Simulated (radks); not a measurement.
The numbers below are computed, except where a source is named.
The silver ion Ag27+, configuration [Ne] 3s2 3p5.5 3d2 4f0.5 (fractional occupations, a model configuration).

Level of theory: non-relativistic Kohn-Sham, revPBE, spin-polarised, spherical densities, point nucleus; open shells are filled with parallel spins first (spin-orbit coupling, left out, can overturn this in heavy ions); relativity is left out, which matters for an element this heavy (a radial shooting solver on a logarithmic mesh with Libxc functionals).

Energy parts (eV):
total: -128039.766
kinetic: 128014.708
electron-nucleus: -278763.547
Hartree: 25554.371
exchange-correlation: -2845.298

Orbitals (lengths in bohr, moments of r in powers of bohr; <r^-3> diverges for s and p1/2; r(max) is where P^2 peaks):
| orbital | occ. | eigenvalue (eV) | <r> | r(max) | <r^-3> | <r^4> |
|---|---|---|---|---|---|---|
| 1s up | 1 | -25771.20 | 0.03239 | 0.02144 | - | 4.986e-06 |
| 1s down | 1 | -25770.34 | 0.03239 | 0.02144 | - | 4.985e-06 |
| 2s up | 1 | -4753.445 | 0.1394 | 0.1187 | - | 0.0008746 |
| 2s down | 1 | -4746.087 | 0.1392 | 0.1186 | - | 0.0008709 |
| 2p up | 3 | -4516.991 | 0.1190 | 0.09311 | 3361 | 0.0005747 |
| 2p down | 3 | -4511.295 | 0.1189 | 0.09305 | 3368 | 0.0005717 |
| 3s up | 1 | -1669.809 | 0.3492 | 0.3265 | - | 0.02817 |
| 3s down | 1 | -1659.604 | 0.3498 | 0.3268 | - | 0.02839 |
| 3p up | 3 | -1580.707 | 0.3358 | 0.3106 | 742.8 | 0.02575 |
| 3p down | 2.5 | -1569.925 | 0.3366 | 0.3110 | 736.9 | 0.02600 |
| 3d up | 2 | -1433.430 | 0.2975 | 0.2486 | 122.6 | 0.01781 |
| 3d down | 0 | -1421.165 | 0.2982 | 0.2490 | 122.3 | 0.01805 |
| 4s up | 0 | -830.2600 | 0.6805 | 0.6764 | - | 0.3702 |
| 4s down | 0 | -825.7606 | 0.6812 | 0.6782 | - | 0.3709 |
| 4p up | 0 | -793.2660 | 0.6776 | 0.6730 | 253.7 | 0.3746 |
| 4p down | 0 | -788.5845 | 0.6785 | 0.6752 | 252.1 | 0.3756 |
| 4d up | 0 | -734.8022 | 0.6576 | 0.6468 | 41.75 | 0.3524 |
| 4d down | 0 | -729.8712 | 0.6588 | 0.6498 | 41.67 | 0.3541 |
| 4f up | 0.5 | -678.9144 | 0.5958 | 0.5223 | 11.20 | 0.2401 |
| 4f down | 0 | -672.9425 | 0.5991 | 0.5268 | 10.98 | 0.2443 |
| 5f up | 0 | -427.6686 | 1.075 | 1.116 | 5.558 | 2.428 |

The highest occupied level is 4f up at -678.91 eV. The configuration is held as typed, so some empty levels lie below it. The density falls to 0.001 e/bohr^3 at r = 1.27 bohr. Spin moment in Bohr magnetons: 3. Virial ratio -V/T = 2.00020. The spin density at the nucleus is -3.957 e/bohr^3 (1s -1.691, 2s -8.062, 3s 5.797). The electron density at the nucleus is 7.301e+04 e/bohr^3. Summed over all electrons, <r^2> = 1.549 bohr^2, which gives a Langevin (diamagnetic) susceptibility term of -1.23 x 10^-6 cm^3/mol.
